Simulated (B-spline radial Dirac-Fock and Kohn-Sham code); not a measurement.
Z = 23 (vanadium), transition energy 301 keV. Level of theory: a Dirac-Hartree-Slater potential of the neutral atom with a Latter tail (no hole, which puts coefficients of high multipoles low close above an edge), finite nucleus with surface currents; a radial atomic solver. Subshells that would emit electrons below 1 keV are left out.

Q: A pure transition shows α(K) = 0.00511, L1/L2 = 45.0 and L1/L3 = 35.8. What is its multipolarity?
A. M1
B. E4
C. M4
D. E3
E. E2
F. M3
G. M2
H. E1

A: E. For comparison, α(K), L1/L2, L1/L3 are E1 0.00102, 119, 63.7; E3 0.0220, 18.3, 18.4; E4 0.0905, 9.09, 10.2; M1 0.00129, 79.4, 141; M2 0.00569, 41.5, 84.7; M3 0.0240, 25.4, 34.2; M4 0.101, 17.2, 16.5.

Values without a named source are computed, but for edge energies of neutral atoms, which are taken from tables.
